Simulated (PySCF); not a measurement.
- shieldings: GIAO PBE0/pcSseg-1
- PBE0-D3(BJ)/def2-SVP geometry
- run in PySCF
- in vacuum, one computed conformer, fast rotation and ring inversion assumed for equivalent nuclei, no relativistic terms

Chemical shifts δ = σref − σ; TMS for 1H (σ = 31.27 ppm), 13C (σ = 184.41 ppm), all at this level. Carbons bonded to boron are broad in practice. Shifts are as computed. Against solution values, carbons near 30 ppm lie about +2 ppm off and those near 130 ppm about +5 ppm; carbons on S a further +3 ppm, Cl a further +5 ppm, Br a further +13 ppm. Of 1211 compounds with measured shifts, 218 miss one by over three times the rms of a fit or turn the order of signals round; such compounds aren't used in these exercises. Carbons bonded to Cl come out too deshielded. Spin–orbit coupling, which shields carbons bonded to Br, is absent.

(1) Order these molecules by the shift of their most deshielded carbon, lowest δ first.
A. [BH3-][P@@+](C)(c1ccccc1C)C(C)(C)C
B. Cl[C@H]1COCC[SiH2]1
C. CCCSSC
D. CC#C[SiH2]Cl

(2) Order these molecules by the shift of their most shielded carbon-bound hydrogen, lowest δ first.
A. C=C(Br)SC
B. CCCSSC
C. Cl[C@H]1COCC[SiH2]1

(3) How many 13C and 1H signals does each give (equivalence by symmetry and fast rotation, but not about amide C–N or C=N bonds)? `[BH3-][P@@+](C)(c1ccccc1C)C(C)(C)C`, `CCCSSC`, `CC#C[SiH2]Cl`, `C=C(Br)SC`, `Cl[C@H]1COCC[SiH2]1`

Answers

(1) C (40.5 ppm, sp3 CH2 bonded to S), B (76.3 ppm, sp3 CH2 bonded to O), D (117.2 ppm, alkyne carbon), A (153.2 ppm, substituted aromatic carbon).

(2) C (0.55 ppm, hydrogen on an sp3 CH2 bonded to Si), B (0.98 ppm, hydrogen on a methyl carbon), A (2.12 ppm, hydrogen on a methyl carbon bonded to S).

(3) [BH3-][P@@+](C)(c1ccccc1C)C(C)(C)C: 10 C, 8 H; CCCSSC: 4 C, 4 H; CC#C[SiH2]Cl: 3 C, 2 H; C=C(Br)SC: 3 C, 3 H; Cl[C@H]1COCC[SiH2]1: 4 C, 9 H.
